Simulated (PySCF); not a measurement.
Broadened absorption spectrum of C7H10

C7H10.
InChI=1S/C7H10/c1-2-7-5-3-4-6-7/h3-5H,2,6H2,1H3

Computed with TDDFT PBE0/def2-SVPD, vertical, gas phase, core orbitals frozen in the response (PySCF 2.14.0, density-fitted response routines). Isolated species at its GFN2-xTB geometry (one conformer only). Torsions of this conformer, `[CH3:1][CH2:2][C:3]1=[CH:4][CH:5]=[CH:6][CH2:7]1`: C1–C2–C3–C4 -119°.

Computed states:

```
state  E (eV)       f
   S1    4.93   0.131
   S2    5.82  0.0026
   S3    6.44   0.021
   S4    6.61  0.0042
   S5    6.71  0.0048
   S6    6.91   0.026
```

Each state is given a Gaussian of 0.25 eV full width at half maximum, with ε(max) = 2.175×10⁸ f / Δν̃ (Δν̃ the width in cm⁻¹). The width is an assumption, not a result. The curve ends short of the highest state used, and states not computed would add to its high-energy end.

Task: What does the envelope look like, and where are its maxima?

Result: 
| E (eV) | ε (L mol⁻¹ cm⁻¹) |
| --- | --- |
| 4.55 | 24 |
| 4.60 | 114 |
| 4.65 | 440 |
| 4.70 | 1362 |
| 4.75 | 3377 |
| 4.81 | 7493 |
| 4.86 | 11406 |
| 4.91 | 13907 |
| 4.96 | 13584 |
| 5.01 | 10629 |
| 5.06 | 6662 |
| 5.11 | 3345 |
| 5.16 | 1346 |
| 5.21 | 434 |
| 5.26 | 112 |
| 5.31 | 23 |
| 5.36 | 4 |
| 5.41 | 1 |
| 5.46 | 1 |
| 5.51 | 4 |
| 5.56 | 15 |
| 5.61 | 42 |
| 5.66 | 94 |
| 5.71 | 169 |
| 5.76 | 241 |
| 5.81 | 276 |
| 5.86 | 253 |
| 5.91 | 186 |
| 5.96 | 109 |
| 6.01 | 52 |
| 6.06 | 23 |
| 6.11 | 23 |
| 6.16 | 70 |
| 6.21 | 213 |
| 6.26 | 530 |
| 6.31 | 1063 |

Maxima: 251 nm (4.93 eV), ε about 14000, made up of S1 (100%); 213 nm (5.82 eV), ε about 280, made up of S2 (100%) (ε in L mol⁻¹ cm⁻¹; maxima over ε = 5, shares over 10%). At its high-energy end, 6.31 eV, the curve is still rising (ε about 1100, from S3).

Task: On this curve, what absorbance would a 10⁻³ mol/L sample give at 266 nm over a 1 cm path?

Result: 266 nm is 4.661 eV, where ε is about 580 L mol⁻¹ cm⁻¹, so A = ε c l ≈ 0.58 (Beer–Lambert, with the gas-phase spectrum and the assumed width).

Task: Coming from long wavelengths, where does ε first pass 100 L mol⁻¹ cm⁻¹?

Result: At about 270 nm (4.60 eV), 0.33 eV below S1.

Task: What would ε be at 4.93 eV, the highest of these maxima, with half the width (0.125 eV)?

Result: About 28300 L mol⁻¹ cm⁻¹ against 14100, a factor of about 2.00; a lone state at its own centre would give exactly 2.

On one thread of an Arm Neoverse V2, shared host, this took 32 s wall and 0.84 GiB of memory at its peak.
